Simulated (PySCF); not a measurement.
Breaking a bond: O2 (anion, charge -1), doublet.

Level of theory: CCSD(T) on UHF/aug-cc-pVDZ, 2 core orbitals frozen run with PySCF.

Task: Relative to R = 1.36 Å, what are the energies at R = 1.06, 1.13, 1.19, 1.28 Å?

Result: 330.9 kJ/mol at 1.06 Å, 162.8 kJ/mol at 1.13 Å, 77.6 kJ/mol at 1.19 Å, 15.0 kJ/mol at 1.28 Å.

The scan ran from 1.06 to 5.28 Å; beyond the distances shown one of the unrestricted levels run for this scan, shown here or not, changes its spin distribution in one step. Where the anion isn't bound against loss of the electron, the finite basis alone holds it.
